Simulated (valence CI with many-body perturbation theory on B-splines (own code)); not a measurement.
## Questions on Pb XLII

Level of theory: valence CI with perturbative core correlation (CI+MBPT): five valence electrons over a frozen Dirac-Fock core [Kr], radial functions for each j: 7 s, 7 p, 8 d, 6 f, 4 g, 1 h, with the one-electron correlation potential Σ1, the two-electron term Σ2, the three-electron term Σ3, Breit, model QED; selected CI, second order for the rest, scaled by the run's own slope (own B-spline code, finite nucleus).

No measured spectrum was set against this ion. As an estimate, large intervals hold to a few tenths of a per cent, small ones and those within an open d or f shell to about a per cent. The list stops below the first excitations out of the core.

Levels are named by their leading jj configuration (3d3/2^4 stands for four electrons in 3d with j = 3/2), which in mixed levels can hold well under half, so a name can repeat and another be missing.

Rates and lifetimes use the calculated energies. Strong lines usually hold to 10 to 20 %, long lifetimes can be off by a factor of two.

Q: What is the ground level?

A: (4d3/2^4 4d5/2) J=5/2, composition 25 % 4d⁵ ⁴P + 25 % 4d⁵ ²D + 17 % 4d⁵ ²F, g = 1.288.

Q: How well does LS coupling describe the low levels?

A: Among the lowest 20 levels the leading LS term, summed over configurations, holds 48 % on average. For single configurations the figures are 48 % in LS and 97 % in jj coupling. Terms mix most in the J = 5/2 level at 0 cm⁻¹, where the leading one holds 25 %.

Q: What is the ionisation energy?

A: 2006.1 eV; NIST lists 2004 ± 4 eV (theoretical).
